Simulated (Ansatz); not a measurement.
Ideal-gas functions of CCl3NOTi, SMILES `O=C=[N][Ti]([Cl])([Cl])[Cl]` at 600 K and 1 bar, from an Ansatz frequency run at PBE0-D4/def2-TZVP.

Molar mass 196.24 g/mol, point group C3v (symmetry number 3), electronic degeneracy 1, moments of inertia 446.986, 704.902, 704.941 u Å². Harmonic wavenumbers (cm⁻¹, unscaled): 35, 35, 119, 119, 129, 184, 184, 393, 511, 511, 534, 641, 641, 1485, 2350.

Use S(trans) = R[1.5 ln M + 2.5 ln T − 1.1517]; rotational temperatures θ = 24.2544 K / I; S(rot) = R[ln(√π/σ · √(T³/θAθBθC)) + 1.5]; for each mode x = 1.438777 ν̃/T, S = R[x/(eˣ − 1) − ln(1 − e⁻ˣ)] and H = RT x/(eˣ − 1); 1 cm⁻¹ = 0.0119627 kJ/mol; R = 8.31446 J/(mol·K).

By hand: the entropy, in J/(mol·K).

Translation 189.2. Rotation: θ = 0.0543, 0.0344, 0.0344 K, giving 128.0. Vibration, mode by mode: 28.92, 28.92, 18.77, 18.77, 18.10, 15.18, 15.18, 9.11, 7.13, 7.13, 6.80, 5.51, 5.51, 1.11, 0.20, in all 186.3. Electronic 0.0. Sum 503.5 J/(mol·K).

By hand: H − E and G − E in kJ/mol, counted from the electronic energy.

Zero-point energy ½ × 7871 × 0.0119627 = 47.1; thermal vibration 45.7; translation, rotation and pV give 4 RT = 20.0. H − E = 112.8 kJ/mol, and G − E = 112.8 − 600 × 503.5/1000 = -189.3 kJ/mol.

Vibration gives 37 % of the entropy, 113.5 J/(mol·K) of it from the modes under 150 cm⁻¹: soft modes count most, and the harmonic formula is weakest for them. The sum counts one conformer and one mirror image; others add a mixing term.
